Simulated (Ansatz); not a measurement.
`[CH3][GeH]([CH3])[Cl]` → Cl• + `[CH3][GeH][CH3]`•  (homolysis of the Cl–Ge bond)

Calculated with Ansatz (gas phase, PBE0-D4/def2-TZVP geometries, no zero-point term in ΔE). CCSD(T)/CBS adds triple-zeta CCSD(T) − MP2 to the extrapolated MP2 energy (def2 sets, frozen cores). This one scheme is used for every species, atoms too. DFT in def2-TZVPP. No spin–orbit coupling; open shells (•) take unrestricted orbitals. Spin–orbit coupling would lower the free atoms: a little for Cl. For Ge outer-core shells are correlated without core-valence functions, so the limit isn't a true one: a few kJ/mol of doubt a bond, and 10 to 20 or more in all where bonds break to atoms. Scalar relativity is left out up to krypton.

Task: What is ΔE at CCSD(T)/CBS? (Estimate.)

Result: Computed: +445.3 kJ/mol.

Task: What do these levels give: B97M-V, BHLYP-D4, ωB97X-V, revPBE, BLYP, r2SCANh, CAM-B3LYP, LC-ωPBE, CCSD/def2-SVP, CCSD(T)/def2-SVP, CCSD(T)/def2-TZVPP, SCS-MP2/def2-QZVPP? (Estimate.)

Result: Computed: B97M-V 450.5, BHLYP-D4 420.1, ωB97X-V 445.6, revPBE 409.7, BLYP 404.5, r2SCANh 430.3, CAM-B3LYP 421.7, LC-ωPBE 426.4, CCSD/def2-SVP 396.6, CCSD(T)/def2-SVP 402.2, CCSD(T)/def2-TZVPP 430.7, SCS-MP2/def2-QZVPP 449.3 kJ/mol.

Largest T1 diagnostic among the species: 0.011.

From r2SCAN to r2SCAN0 (25 % exact exchange), in def2-TZVPP and without D4, ΔE moves by −6.0 kJ/mol: exact exchange takes away binding that semilocal exchange gives to molecules. The D4 term adds +10.3 kJ/mol with B3LYP and +5.7 kJ/mol with PBE0; it sums over pairs of atoms, weighted by their polarisabilities, and B3LYP, whose exchange is more repulsive, gets the larger term. Leaving LDA and LC-ωPBE aside and taking each functional with its dispersion term where it has one, the values, not all of them listed here, spread over 33.0 kJ/mol, from BLYP-D4 to B97M-V. LDA lies +62.5 kJ/mol from PBE without D4, its usual overbinding.

B3LYP here is the variant with VWN-RPA as its local correlation; programs differ in this.
